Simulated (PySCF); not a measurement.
# Two-component Hartree-Fock for Ir⁵⁹⁺ (iridium, charge +59)

Start: [Ar]. Calculated with PySCF 2.14 in an even-tempered Gaussian basis (17 s from 6.3 bohr⁻², ratio 2.6; 14 p from 8.2 bohr⁻², ratio 2.6; 5 d from 8.4 bohr⁻², ratio 2.8; 3 f from 130 bohr⁻², ratio 2.8): generalised Hartree-Fock with the X2C-1e Hamiltonian and a Gaussian nucleus; spin-orbit coupling (SO) screened by Boettger's factors.

```tsv
spinor shell	electrons	ε, screened SO (eV)	weight of nominal j (screened SO)	rms radius, screened SO (bohr)
1s1/2	2	-80975.9	1.000	0.0197
2s1/2	2	-17858.6	1.000	0.0787
2p1/2	2	-17303.4	1.000	0.0667
3s1/2	2	-6975.1	1.000	0.190
3p1/2	2	-6746.7	1.000	0.181
3p3/2	4	-6318.1	1.000	0.193
```

Question: Where does 2p3/2 lie, and what is the 2p spin-orbit splitting (screened SO)?

Answer: At -15643.0 eV, 1660.4 eV above 2p1/2.

```json
{"quantity": "E (hartree)", "screened SO": "-14163.08513"}
{"quantity": "M_J", "screened SO": "0"}
{"quantity": "⟨J²⟩", "screened SO": "0.000"}
{"quantity": "⟨L²⟩", "screened SO": "0.066"}
{"quantity": "⟨S²⟩", "screened SO": "0.066"}
```

Breit and QED terms are absent; they matter most for the inner s and p1/2 levels.

Densities and radii are taken from the X2C orbitals without a picture-change correction, which distorts them close to the nucleus.
